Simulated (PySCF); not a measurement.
**AlCl₃ + BCl → AlCl + BCl₃**

Level: PBE in the def2-TZVP basis family, all electrons, no relativity, computed in PySCF with density fitting; open shells unrestricted.

| species | state and structure | E (Eh) | ZPE (kJ/mol) | H(298 K) − H(0) (kJ/mol) | S° (J/(mol K)) |
| --- | --- | --- | --- | --- | --- |
| AlCl₃ | singlet, D3h, Al–Cl 2.085 Å (×3) | -1622.59227 | 12.3 | 16.6 | 314.7 |
| BCl | singlet, C∞v, B–Cl 1.732 Å | -484.77187 | 4.8 | 8.9 | 213.4 |
| AlCl | singlet, C∞v, Al–Cl 2.164 Å | -702.37912 | 2.7 | 9.4 | 228.2 |
| BCl₃ | singlet, D3h, B–Cl 1.748 Å (×3) | -1405.02170 | 19.5 | 14.1 | 290.3 |

Question: What is the electronic reaction energy?

Answer: At PBE/def2-TZVP, ΔE = -96.3 kJ/mol from the differences of the total energies times 2625.5, downhill. Both ends count: the low oxidation state of boron is very reactive, and aluminium holds its high one more weakly.

Question: Add zero-point, thermal and entropy terms for 298.15 K and 1 bar.

Answer: ΔZPE = 5.1 and Δ[H(298) − H(0)] = -2.0 kJ/mol give ΔH° = -93.2 kJ/mol. ΔS° = -9.6 J/(mol K), so ΔG° = -93.2 − 298.15 × (-0.0096) = -90 kJ/mol and log₁₀K = 15.8.

The structures come from searches over a few start shapes, so lower isomers are not excluded.
